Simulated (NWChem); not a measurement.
Species: C₄H₃ClO; SMILES Clc1ccco1

Program: NWChem. Geometry: optimised at PBE0/def2-SVP. Total energies compare along this basis series because the functional is fixed.

```
level                    basis functions  energy (Ha)  highest occupied level (eV)  orbital gap (eV)  dipole (D)  relative time
-----------------------  ---------------  -----------  ---------------------------  ----------------  ----------  -------------
Hartree-Fock/STO-3G                   37    -679.7457                        -7.43             14.62        2.22              1
Hartree-Fock/def2-SVP                103    -687.2179                        -8.77             12.75        1.85              4
Hartree-Fock/def2-SVPD               154    -687.2348                        -8.84             11.52        1.95             20
Hartree-Fock/def2-TZVP               210    -687.6375                        -8.70             12.36        1.80             30
Hartree-Fock/def2-TZVPP              239    -687.6387                        -8.70             12.35        1.80             40
```

Times are rough ratios from one shared machine.
